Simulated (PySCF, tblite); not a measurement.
Isomers of CH11PSi3. Computed values, GFN2-xTB/tblite, gas phase, harmonic and unscaled. Against measured fundamentals such values can be off by several per cent, at times by over 20. Modes of hydrogen on phosphorus and silicon can be 10 to 20 % off. One conformer each.

Electronic energies: PBE0/pcSseg-1 single points on the GFN2-xTB geometries (PySCF, gas phase).

| SMILES | electronic energy, lowest = 0 (kcal/mol) |
| --- | --- |
| [SiH3]C([SiH3])[SiH2]P | 14.8 |
| [SiH3]C[Si@@H]([SiH3])P | 14.7 |
| [SiH3]C[SiH2]P[SiH3] | 9.4 |
| C[SiH2][Si@H]([SiH3])P | 10.8 |
| C[SiH2]P([SiH3])[SiH3] | 0.0 |

Q: How do GFN2-xTB zero-point energies change the relative energies?

A: 
```json
{"SMILES": "C[SiH2]P([SiH3])[SiH3]", "ZPE (kcal/mol)": "64.4", "of it from modes above 1550 cm⁻¹": "38.6", "electronic (kcal/mol)": "0.0", "with ZPE, lowest = 0 (kcal/mol)": "0.0", "lowest mode (cm⁻¹)": "31", "rings": "0"}
{"SMILES": "[SiH3]C[SiH2]P[SiH3]", "ZPE (kcal/mol)": "63.2", "of it from modes above 1550 cm⁻¹": "37.4", "electronic (kcal/mol)": "9.4", "with ZPE, lowest = 0 (kcal/mol)": "8.1", "lowest mode (cm⁻¹)": "35", "rings": "0"}
{"SMILES": "C[SiH2][Si@H]([SiH3])P", "ZPE (kcal/mol)": "64.4", "of it from modes above 1550 cm⁻¹": "38.6", "electronic (kcal/mol)": "10.8", "with ZPE, lowest = 0 (kcal/mol)": "10.8", "lowest mode (cm⁻¹)": "22", "rings": "0"}
{"SMILES": "[SiH3]C[Si@@H]([SiH3])P", "ZPE (kcal/mol)": "63.0", "of it from modes above 1550 cm⁻¹": "37.5", "electronic (kcal/mol)": "14.7", "with ZPE, lowest = 0 (kcal/mol)": "13.2", "lowest mode (cm⁻¹)": "7i", "rings": "0"}
{"SMILES": "[SiH3]C([SiH3])[SiH2]P", "ZPE (kcal/mol)": "61.7", "of it from modes above 1550 cm⁻¹": "36.4", "electronic (kcal/mol)": "14.8", "with ZPE, lowest = 0 (kcal/mol)": "12.1", "lowest mode (cm⁻¹)": "36", "rings": "0"}
```

The zero-point energies span 2.7 kcal/mol, from `[SiH3]C([SiH3])[SiH2]P` to `C[SiH2][Si@H]([SiH3])P`. Slightly imaginary modes are left out of the zero-point energy: `[SiH3]C[Si@@H]([SiH3])P` 7.0i cm⁻¹. The lowest isomer stays, but the order above it changes.

Q: And how do the electronic energies of GFN2-xTB itself compare?

A: `C[SiH2]P([SiH3])[SiH3]` 0.0; `[SiH3]C[SiH2]P[SiH3]` 7.8; `C[SiH2][Si@H]([SiH3])P` 27.3; `[SiH3]C[Si@@H]([SiH3])P` 23.1; `[SiH3]C([SiH3])[SiH2]P` 17.6 kcal/mol, lowest = 0. Against the energies above, taken from the same isomer `C[SiH2]P([SiH3])[SiH3]`, the largest difference is 16.5 kcal/mol.

Q: What do entropy and thermal enthalpy add at 298.15 K and 1 bar (rigid rotor, harmonic oscillator, one conformer each)?

A: 
```tsv
SMILES	point group	symmetry number	S (cal/(mol K))	H − H(0) (kcal/mol)	ZPE + H − H(0) − TS (kcal/mol)
C[SiH2]P([SiH3])[SiH3]	C1	1	107.8	7.99	40.3
[SiH3]C[SiH2]P[SiH3]	C1	1	104.5	7.57	39.6
[SiH3]C([SiH3])[SiH2]P	C1	1	103.8	7.62	38.4
```

Not tabulated: `C[SiH2][Si@H]([SiH3])P` (lowest mode only 22 cm⁻¹); `[SiH3]C[Si@@H]([SiH3])P` (lowest mode only 7i cm⁻¹).
